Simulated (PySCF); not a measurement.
BeH₂S. Atoms are numbered in the order given.

```xyz
4

Be    -0.0011    -1.4138     0.0000
H      0.0422    -2.7435     0.0000
S     -0.0810     0.4881     0.0000
H      1.2582     0.5898     0.0000
```

Coordinates come from a ωB97X-D3(BJ)/def2-TZVPD optimisation.

The numbers are results of CAM-B3LYP/def2-TZVPD (PySCF), not measurements.

Gas-phase values at a fixed geometry.

Computed frontier levels, gap, dipole moment and polarisability:
The highest occupied level is -9.15 eV and the lowest empty level comes out as -0.06 eV. The orbital gap is 9.10 eV and the dipole moment is 0.70 D. The quadrupole, principal values (traceless, Buckingham form, about the centre of nuclear charge) is -5.46, -0.20, 5.66 D·Å, the mean static polarisability is 39.2 bohr³ (5.81 Å³) and the polarisability, principal values is 35.7, 36.0, 45.9 bohr³.
